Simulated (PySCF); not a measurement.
PySCF input (TPSSh/def2-TZVPD):

```python
from pyscf import gto, scf, dft

mol = gto.M(
    atom='''
    C    -2.42956915    0.23161949   -0.22362836
    C    -1.02485410    0.41971847    0.35357583
    C    -0.01323258   -0.33430258   -0.50003007
    S     1.66925762   -0.19644793    0.26799349
    H    -2.72075701   -0.81937018   -0.22368972
    H    -3.15000360    0.77896397    0.38257465
    H    -2.49480775    0.60946303   -1.24472208
    H    -0.77171117    1.48264684    0.37504922
    H    -0.99174765    0.05270141    1.38202476
    H     0.06069889    0.03953640   -1.51904958
    H    -0.19531939   -1.40974798   -0.51169328
    H     1.90783705    1.11569498    0.04633173
    H     2.45362390   -0.60893391   -0.75422594
    ''',
    basis='def2-tzvpd',
    charge=1,
    spin=0,
    verbose=4,
)

mf = dft.RKS(mol, xc='tpssh').density_fit(auxbasis='def2-universal-jkfit')
mf.grids.level = 3
mf.conv_tol = 1e-9
mf.max_cycle = 100
mf.max_memory = 1500
mf.kernel()
if not mf.converged:
    mf = mf.newton()
    mf.kernel(mf.make_rdm1())
mf.analyze()
```

Output:

```
PySCF version 2.14.0

[INPUT] verbose = 4
[INPUT] num. atoms = 13
[INPUT] num. electrons = 42
[INPUT] charge = 1
[INPUT] spin (= nelec alpha-beta = 2S) = 0
[INPUT] symmetry False subgroup None
[INPUT] Mole.unit = angstrom
[INPUT] Symbol           X                Y                Z      unit          X                Y                Z       unit  Magmom
[INPUT]  1 C     -2.429569150000   0.231619490000  -0.223628360000 AA   -4.591220294192   0.437697401211  -0.422596354086 Bohr   0.0
[INPUT]  2 C     -1.024854100000   0.419718470000   0.353575830000 AA   -1.936693566638   0.793152957721   0.668161482966 Bohr   0.0
[INPUT]  3 C     -0.013232580000  -0.334302580000  -0.500030070000 AA   -0.025005952121  -0.631740318936  -0.944919886347 Bohr   0.0
[INPUT]  4 S      1.669257620000  -0.196447930000   0.267993490000 AA    3.154439733143  -0.371232785438   0.506434299266 Bohr   0.0
[INPUT]  5 H     -2.720757010000  -0.819370180000  -0.223689720000 AA   -5.141485600391  -1.548385234836  -0.422712307681 Bohr   0.0
[INPUT]  6 H     -3.150003600000   0.778963970000   0.382574650000 AA   -5.952644095394   1.472028564204   0.722961310701 Bohr   0.0
[INPUT]  7 H     -2.494807750000   0.609463030000  -1.244722080000 AA   -4.714503380942   1.151718209748  -2.352183832399 Bohr   0.0
[INPUT]  8 H     -0.771711170000   1.482646840000   0.375049220000 AA   -1.458322758568   2.801796467052   0.708740309032 Bohr   0.0
[INPUT]  9 H     -0.991747650000   0.052701410000   1.382024760000 AA   -1.874131443181   0.099591231278   2.611648293768 Bohr   0.0
[INPUT] 10 H      0.060698890000   0.039536400000  -1.519049580000 AA    0.114704278165   0.074712967951  -2.870587675836 Bohr   0.0
[INPUT] 11 H     -0.195319390000  -1.409747980000  -0.511693280000 AA   -0.369100153917  -2.664037586859  -0.966960158980 Bohr   0.0
[INPUT] 12 H      1.907837050000   1.115694980000   0.046331730000 AA    3.605289514798   2.108357950752   0.087554280577 Bohr   0.0
[INPUT] 13 H      2.453623900000  -0.608933910000  -0.754225940000 AA    4.636677183687  -1.150718317861  -1.425280462643 Bohr   0.0

nuclear repulsion = 173.035910936822
number of shells = 100
number of NR pGTOs = 327
number of NR cGTOs = 238
basis = def2-tzvpd
ecp = {}

******** <class 'pyscf.df.df_jk.DFRKS'> ********
method = DFRKS
initial guess = minao
damping factor = 0
level_shift factor = 0
DIIS = <class 'pyscf.scf.diis.CDIIS'>
diis_start_cycle = 1
diis_space = 8
diis_damp = 0
SCF conv_tol = 1e-09
SCF conv_tol_grad = None
SCF max_cycles = 100
direct_scf = False
XC library pyscf.dft.libxc version 7.1.2
    S. Lehtola, C. Steigemann, M. J. T. Oliveira, and M. A. L. Marques,  SoftwareX 7, 1–5 (2018)
XC functionals = tpssh
    V. N. Staroverov, G. E. Scuseria, J. Tao, and J. P. Perdew,  J. Chem. Phys. 119, 12129 (2003)
radial grids:
    Treutler-Ahlrichs [JCP 102, 346 (1995); DOI:10.1063/1.469408] (M4) radial grids

becke partition: Becke, JCP 88, 2547 (1988); DOI:10.1063/1.454033
pruning grids: <function nwchem_prune>
grids dens level: 3
symmetrized grids: False
atomic radii adjust function: <function treutler_atomic_radii_adjust>
small_rho_cutoff = 0
Set gradient conv threshold to 3.16228e-05
Initial guess from minao.
tot grids = 149512
[...]
cycle= 10 E= -517.73316620125  delta_E= -1.3e-10  |g|= 5.63e-06  |ddm|= 4.46e-05
  HOMO = -0.494261899423763  LUMO = -0.233778260591755  gap/eV = 7.08812
Extra cycle  E= -517.733166201248  delta_E= 2.05e-12  |g|= 6.01e-06  |ddm|= 2e-05
converged SCF energy = -517.733166201248
**** SCF Summaries ****
Total Energy =                        -517.733166201248196
Nuclear Repulsion Energy =             173.035910936821836
One-electron Energy =                -1043.151862442972742
Two-electron Energy =                  352.382785304902768
Two-electron Coulomb Energy =          397.516871837691269
DFT Exchange-Correlation Energy =      -45.134086532788501
HOMO-LUMO gap [eV] =                     7.088120848152049
**** MO energy ****
MO #1   energy= -89.0220069325559  occ= 2
MO #2   energy= -10.364843895786   occ= 2
MO #3   energy= -10.2984728964966  occ= 2
MO #4   energy= -10.2556291181665  occ= 2
MO #5   energy= -8.16663385014674  occ= 2
MO #6   energy= -6.11519694903596  occ= 2
MO #7   energy= -6.11426576541936  occ= 2
MO #8   energy= -6.10925378150048  occ= 2
MO #9   energy= -1.04151756257443  occ= 2
MO #10  energy= -0.942189723151891 occ= 2
MO #11  energy= -0.843362151537995 occ= 2
MO #12  energy= -0.760884609591063 occ= 2
MO #13  energy= -0.696178270418936 occ= 2
MO #14  energy= -0.673439808250531 occ= 2
MO #15  energy= -0.634839795795799 occ= 2
MO #16  energy= -0.592119003345495 occ= 2
MO #17  energy= -0.571743456355908 occ= 2
MO #18  energy= -0.548804177676008 occ= 2
MO #19  energy= -0.513669682417587 occ= 2
MO #20  energy= -0.502812027922865 occ= 2
MO #21  energy= -0.494261899423763 occ= 2
MO #22  energy= -0.233778260591755 occ= 0
MO #23  energy= -0.231332216346712 occ= 0
MO #24  energy= -0.191924678504485 occ= 0
MO #25  energy= -0.128591397419578 occ= 0
MO #26  energy= -0.124773211640649 occ= 0
MO #27  energy= -0.117227527638882 occ= 0
MO #28  energy= -0.0997218709926789 occ= 0
MO #29  energy= -0.0920100126521146 occ= 0
MO #30  energy= -0.0843909183342841 occ= 0
MO #31  energy= -0.0739450664458402 occ= 0
MO #32  energy= -0.0656512211008577 occ= 0
MO #33  energy= -0.0575414962700951 occ= 0
MO #34  energy= -0.0514796682549655 occ= 0
MO #35  energy= -0.0344541505890059 occ= 0
MO #36  energy= -0.0291039167659581 occ= 0
MO #37  energy= -0.0138591894986513 occ= 0
MO #38  energy= -0.00691781174282168 occ= 0
MO #39  energy= 0.00643934729384824 occ= 0
MO #40  energy= 0.0138978468157663 occ= 0
MO #41  energy= 0.0196232225322652 occ= 0
MO #42  energy= 0.0283308042642901 occ= 0
MO #43  energy= 0.0313823656472634 occ= 0
MO #44  energy= 0.0383686166595297 occ= 0
MO #45  energy= 0.0425610520535817 occ= 0
MO #46  energy= 0.0507977217299586 occ= 0
MO #47  energy= 0.0557316354079869 occ= 0
MO #48  energy= 0.0720703917826737 occ= 0
MO #49  energy= 0.0743648989886652 occ= 0
MO #50  energy= 0.0912418186513696 occ= 0
MO #51  energy= 0.101597420308882  occ= 0
MO #52  energy= 0.107630219853139  occ= 0
MO #53  energy= 0.111705578418539  occ= 0
MO #54  energy= 0.120309574172213  occ= 0
MO #55  energy= 0.125219971139576  occ= 0
MO #56  energy= 0.132542920964134  occ= 0
MO #57  energy= 0.139679229529921  occ= 0
MO #58  energy= 0.145034830185099  occ= 0
MO #59  energy= 0.154214482950114  occ= 0
MO #60  energy= 0.156152887427172  occ= 0
MO #61  energy= 0.159454505414629  occ= 0
MO #62  energy= 0.164147535536312  occ= 0
MO #63  energy= 0.171813880882155  occ= 0
MO #64  energy= 0.172260401433554  occ= 0
MO #65  energy= 0.183671173922565  occ= 0
MO #66  energy= 0.185250332470792  occ= 0
MO #67  energy= 0.197332018323018  occ= 0
MO #68  energy= 0.205492636997974  occ= 0
MO #69  energy= 0.207542584847677  occ= 0
MO #70  energy= 0.213754779791145  occ= 0
MO #71  energy= 0.21915801682512   occ= 0
MO #72  energy= 0.230005040841214  occ= 0
MO #73  energy= 0.248055065142401  occ= 0
MO #74  energy= 0.259787231814473  occ= 0
MO #75  energy= 0.272499511786442  occ= 0
MO #76  energy= 0.274570477831286  occ= 0
MO #77  energy= 0.289131944286587  occ= 0
MO #78  energy= 0.293705608017649  occ= 0
MO #79  energy= 0.294477822419406  occ= 0
MO #80  energy= 0.302284734283515  occ= 0
MO #81  energy= 0.305832117504833  occ= 0
MO #82  energy= 0.319523279675854  occ= 0
MO #83  energy= 0.331200175979465  occ= 0
MO #84  energy= 0.340263798233624  occ= 0
MO #85  energy= 0.340941582978124  occ= 0
MO #86  energy= 0.347762077362985  occ= 0
MO #87  energy= 0.352179578705401  occ= 0
MO #88  energy= 0.377133228687518  occ= 0
MO #89  energy= 0.389309736807173  occ= 0
MO #90  energy= 0.400614526283484  occ= 0
MO #91  energy= 0.422925583615591  occ= 0
MO #92  energy= 0.428927216980453  occ= 0
MO #93  energy= 0.441123384552488  occ= 0
MO #94  energy= 0.454889020705363  occ= 0
MO #95  energy= 0.467807711243247  occ= 0
MO #96  energy= 0.47436329848837   occ= 0
MO #97  energy= 0.483682845680402  occ= 0
MO #98  energy= 0.492159456121523  occ= 0
MO #99  energy= 0.502290174148041  occ= 0
MO #100 energy= 0.512498980824208  occ= 0
MO #101 energy= 0.540453703309946  occ= 0
MO #102 energy= 0.549117235501893  occ= 0
MO #103 energy= 0.555244486129061  occ= 0
MO #104 energy= 0.556617550389094  occ= 0
MO #105 energy= 0.557644898769663  occ= 0
MO #106 energy= 0.571802748873907  occ= 0
MO #107 energy= 0.58026086332016   occ= 0
[...]
```

It need not be the lowest isomer of its formula.
